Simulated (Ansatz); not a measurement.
Reactions of H$_{6}$O$_{2}$SiSn (`O[SiH2][SnH2][OH]`).

Isolated molecules relaxed with PBE0-D4/def2-TZVP in Ansatz; ΔE leaves out vibrations. CBS: MP2 limit from def2 TZ/QZ plus the TZ coupled-cluster correction, frozen cores. This one scheme is used for every species, atoms too. No spin–orbit coupling; open shells (•) take unrestricted orbitals. Spin–orbit coupling would lower the free atoms: a little for O, Si; strongly for Sn. def2 core potentials past Kr. Bonds to Se, Sn are less sure, by a few kJ/mol each and by 10 to 20 or more in all where they break to atoms, as the def2 sets lack core-valence functions. Scalar relativity is left out up to krypton. One conformer a species, not always the lowest.

Problem. Order these by ΔE at CCSD(T)/CBS, lowest first. (Estimate.)
A. `O[SiH2][SnH2][OH]` → 6 H• + 2 O• + Si• + Sn•
B. `O[SiH2][SnH2][OH]` + `CB1N[SiH2]1` → `[CH3][SnH2][SiH2]O` + `OB1N[SiH2]1`
C. `O[SiH2][SnH2][OH]` + H₂Se → `[OH][SnH2][SeH]` + `O[SiH3]`
D. `O[SiH2][SnH2][OH]` + `C=O` → `O=[CH][SnH2][OH]` + `O[SiH3]`
E. `O[SiH2][SnH2][OH]` + SiH₄ → `O[SiH2][SnH2][SiH3]` + H₂O
F. `O[SiH2][SnH2][OH]` + HCl → `O[SiH2][SnH2][Cl]` + H₂O
G. `O[SiH2][SnH2][OH]` + `CO[SiH](O)O` → `CO[SiH](O)O[SiH2]O` + `[OH][SnH3]`

Solution. G (-28.2 kcal/mol), F (-22.0 kcal/mol), C (-17.8 kcal/mol), B (-14.6 kcal/mol), E (-5.2 kcal/mol), D (+9.3 kcal/mol), A (+741.4 kcal/mol).

Largest T1 diagnostic: 0.016, for `O=[CH][SnH2][OH]`.
